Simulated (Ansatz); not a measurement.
Basis-set extrapolation for `OBCCO` (PBE0-D4/def2-TZVP geometry, frozen core, the Gaussian-basis code of Ansatz). Multiplicity 1, RHF reference.

```
                      def2-TZVPP   def2-QZVPP
                 HF  -254.373526  -254.385808
    MP2 correlation    -0.928286    -0.996090
CCSD(T) correlation    -0.999565      not run
```

Energies in hartree. Use E(X) = E(∞) + A·exp(−7.88·√X) for Hartree–Fock and E(X) = E(∞) + B·X^(−2.97) for correlation, with X = 3 and 4, and add CCSD(T) minus MP2 of the smaller set to the MP2 limit.

**Question.** What is the CCSD(T) energy at the basis-set limit?

**Answer.** HF limit: -254.385808 + (-0.012282) × 0.13774 = -254.38750. MP2 limit: -0.996090 + (-0.067804) × 0.74074 = -1.04632. Higher-order term: -0.999565 − (-0.928286) = -0.07128. Total: -255.50510 hartree, 346.6 kJ/mol below CCSD(T)/def2-TZVPP.
